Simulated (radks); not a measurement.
Values are calculated unless marked as measured or tabulated.
Ge+, 31 electrons, occupied as [Ar] 3d10 4p1 5s2 (not the ground configuration). Level of theory: scalar-relativistic Kohn-Sham, r2SCAN, spin-polarised, spherical densities, finite nucleus; open shells are filled with parallel spins first; meta-GGA in the generalised Kohn-Sham scheme; Fermi nuclear charge, rms radius 4.0742 fm (a radial shooting solver on a logarithmic mesh with Libxc functionals).

Radial electron density D(r) = 4 pi r^2 rho(r):

| r (bohr) | D(r) (e/bohr) | spin D(r) |
|---|---|---|
| 0.005781 | 7.261 | 0.0000514 |
| 0.00771 | 11.24 | 0.0000957 |
| 0.01028 | 16.70 | 0.000189 |
| 0.01383 | 23.70 | 0.000410 |
| 0.01844 | 31.00 | 0.000922 |
| 0.02459 | 36.96 | 0.00213 |
| 0.0328 | 39.35 | 0.00484 |
| 0.0441 | 37.03 | 0.0106 |
| 0.05882 | 32.77 | 0.0202 |
| 0.07846 | 32.37 | 0.0326 |
| 0.1046 | 38.82 | 0.0402 |
| 0.1396 | 45.53 | 0.0294 |
| 0.1876 | 41.30 | -0.00219 |
| 0.2503 | 28.49 | -0.0183 |
| 0.3338 | 22.75 | 0.0195 |
| 0.4452 | 27.40 | 0.0668 |
| 0.5986 | 27.38 | 0.0273 |
| 0.7983 | 17.59 | -0.0221 |
| 1.065 | 7.575 | 0.111 |
| 1.42 | 2.659 | 0.407 |
| 1.894 | 1.009 | 0.561 |
| 2.547 | 0.4743 | 0.401 |
| 3.397 | 0.5652 | 0.163 |
| 4.53 | 0.6283 | 0.0211 |
| 6.042 | 0.2915 | -0.00430 |
| 8.124 | 0.04202 | -0.00113 |
| 10.84 | 0.001706 | -0.0000548 |

D(r) has 4 maxima, at r = 0.0328, 0.149, 0.518, 4.12 bohr, and minima at 0.0696, 0.326, 2.74 bohr, inside which lie 2.09, 10.96, 28.93 electrons.
